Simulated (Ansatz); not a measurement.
Basis-set extrapolation for `[SiH3]C[CH]1[AlH][S]1` (PBE0-D4/def2-TZVP geometry, frozen core, Ansatz 0.2.0). Multiplicity 1, RHF reference.

```json
{"": "HF", "def2-TZVPP": "-1008.234246", "def2-QZVPP": "-1008.264731"}
{"": "MP2 correlation", "def2-TZVPP": "-0.719453", "def2-QZVPP": "-0.771666"}
{"": "CCSD(T) correlation", "def2-TZVPP": "-0.813498", "def2-QZVPP": "not run"}
```

Energies in hartree. Use E(X) = E(∞) + A·exp(−7.88·√X) for Hartree–Fock and E(X) = E(∞) + B·X^(−2.97) for correlation, with X = 3 and 4, and add CCSD(T) minus MP2 of the smaller set to the MP2 limit.

Problem. What is the CCSD(T) energy at the basis-set limit?

Solution. HF limit: -1008.264731 + (-0.030485) × 0.13774 = -1008.26893. MP2 limit: -0.771666 + (-0.052213) × 0.74074 = -0.81034. Higher-order term: -0.813498 − (-0.719453) = -0.09405. Total: -1009.17332 hartree, 329.7 kJ/mol below CCSD(T)/def2-TZVPP.
